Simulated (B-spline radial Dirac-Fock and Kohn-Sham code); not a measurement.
L3 edges in EELS at 200 kV and 5 mrad, Ge to Pt

Method: the first Born approximation with generalised oscillator strengths from a Dirac-Hartree-Slater potential (longitudinal and transverse terms; continuum final states only, so no white lines or fine structure). Computed with a radial B-spline solver. Partial cross sections in barn for windows above the edge. Edges are tabulated values, any marked * orbital energies of the model.

| Z | element | edge (eV) | Δ = 50 eV | Δ = 100 eV | Δ = 200 eV |
| --- | --- | --- | --- | --- | --- |
| 32 | Ge | 1217.0 | 97.5 | 192 | 339 |
| 33 | As | 1323.6 | 75.1 | 147 | 262 |
| 34 | Se | 1433.9 | 58.7 | 114 | 203 |
| 36 | Kr | 1678.4 | 36.8 | 69.7 | 124 |
| 37 | Rb | 1804.0 | 31.2 | 56.4 | 98.5 |
| 38 | Sr | 1940.0 | 22.1 | 41.5 | 74.2 |
| 40 | Zr | 2223.0 | 13.0 | 24.9 | 45.1 |
| 42 | Mo | 2520.0 | 8.10 | 15.6 | 28.5 |
| 43 | Tc | 2677.0 | 6.20 | 12.1 | 22.4 |
| 44 | Ru | 2838.0 | 4.98 | 9.73 | 18.1 |
| 45 | Rh | 3004.0 | 3.93 | 7.75 | 14.5 |
| 46 | Pd | 3173.0 | 3.24 | 6.36 | 11.9 |
| 47 | Ag | 3351.0 | 2.47 | 4.98 | 9.44 |
| 48 | Cd | 3538.0 | 1.94 | 3.96 | 7.58 |
| 49 | In | 3730.0 | 1.58 | 3.21 | 6.15 |
| 50 | Sn | 3929.0 | 1.30 | 2.62 | 5.02 |
| 55 | Cs | 5012.0 | 0.533 | 1.02 | 1.93 |
| 60 | Nd | 6208.0 | 0.214 | 0.418 | 0.804 |
| 62 | Sm | 6716.0 | 0.156 | 0.305 | 0.586 |
| 63 | Eu | 6977.0 | 0.134 | 0.261 | 0.502 |
| 64 | Gd | 7243.0 | 0.113 | 0.222 | 0.429 |
| 67 | Ho | 8071.0 | 0.0753 | 0.145 | 0.280 |
| 75 | Re | 10535.0 | 0.0235 | 0.0470 | 0.0924 |
| 78 | Pt | 11564.0 | 0.0156 | 0.0316 | 0.0626 |
